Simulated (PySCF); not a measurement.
**Atomic charges by several schemes**

Compound: C5H8NSi (charge -1).
Geometry (GFN2-xTB, Å), atoms numbered from 1 in this order:
```xyz
15
C5H8NSi angstrom
Si    -2.537   -0.040    0.366
N     -1.173   -0.544   -0.496
C      0.185   -0.190   -0.259
C      1.248   -0.519   -1.099
C      2.414   -0.013   -0.520
C      2.065    0.626    0.666
C      0.683    0.520    0.830
H     -2.837    1.413    0.432
H     -3.682   -0.673   -0.325
H     -2.520   -0.501    1.769
H     -1.283   -0.938   -1.419
H      1.175   -1.070   -2.031
H      3.414   -0.101   -0.929
H      2.748    1.122    1.347
H      0.094    0.916    1.648
```

Density: PBE0/pcSseg-1 (PySCF); schemes: Mulliken, IAO, Hirshfeld and ESP-fitted. Geometry: GFN2-xTB, one conformer, isolated ion. The pcSseg-1 basis has no diffuse functions, a weakness for an anion. The HOMO energy is positive at this level (+0.43 eV), so the outermost electrons may be held by the finite basis alone.

Problem. For which atoms does the sign change between the 4 schemes (beyond +0.03 e in one, beyond −0.03 e in another)?

Solution. C3. Atomic charges aren't observables, and each scheme defines them in its own way.

Problem. Do the Mulliken, IAO, Hirshfeld and ESP-fitted schemes agree on where the charge is highest?

Solution. All schemes agree: Mulliken Si1 (+0.619); IAO Si1 (+0.743); Hirshfeld Si1 (+0.295); ESP-fitted Si1 (+0.496).

Problem. Give the atomic charges in each scheme.

Solution. In e:

```
atom                       environment  Mulliken     IAO  Hirshfeld  ESP-fitted
 Si1                      SiH3 silicon    +0.619  +0.743     +0.295      +0.496
  N2            silicon-bound nitrogen    -0.660  -0.637     -0.240      -0.705
  C3  aromatic carbon bearing nitrogen    +0.060  -0.003     -0.049      +0.332
  C4                aromatic CH carbon    -0.177  -0.323     -0.193      -0.535
  C5                aromatic CH carbon    -0.158  -0.279     -0.180      -0.235
  C6                aromatic CH carbon    -0.164  -0.278     -0.179      -0.428
  C7                aromatic CH carbon    -0.185  -0.328     -0.187      -0.369
  H8                     Si–H hydrogen    -0.164  -0.187     -0.115      -0.158
  H9                     Si–H hydrogen    -0.175  -0.162     -0.112      -0.165
 H10                     Si–H hydrogen    -0.145  -0.171     -0.106      -0.139
 H11                      N–H hydrogen    +0.170  +0.254     +0.105      +0.348
 H12                 aromatic hydrogen    -0.011  +0.088     -0.011      +0.148
 H13                 aromatic hydrogen    -0.012  +0.093     -0.010      +0.114
 H14                 aromatic hydrogen    -0.012  +0.094     -0.011      +0.148
 H15                 aromatic hydrogen    +0.015  +0.095     -0.006      +0.148
```

Mean size of the charges over all atoms: ESP-fitted 0.298 e, IAO 0.249 e, Mulliken 0.182 e, Hirshfeld 0.120 e. Each set sums to the total charge, -1, to within 0.001 e. The Mulliken scheme gives each basis function's population to the atom it is centred on and halves the overlap population of two atoms between them.

Problem. How many electrons does the IAO scheme count on C3?

Solution. Z − q = 6 − (-0.003) = 6.003.

Problem. Sum the charges by element, for elements with more than one atom.

Solution. 
```csv
element,atoms,Mulliken,IAO,Hirshfeld,ESP-fitted
C,5,-0.624,-1.210,-0.787,-1.236
H,8,-0.334,+0.104,-0.267,+0.445
```

Problem. How closely do the schemes follow one another over all atoms?

Solution. Correlation coefficient and root-mean-square difference: IAO with Hirshfeld 0.98, 0.181 e; Mulliken with IAO 0.96, 0.095 e; Mulliken with Hirshfeld 0.92, 0.143 e; IAO with ESP-fitted 0.92, 0.134 e; Hirshfeld with ESP-fitted 0.90, 0.227 e; Mulliken with ESP-fitted 0.87, 0.172 e.
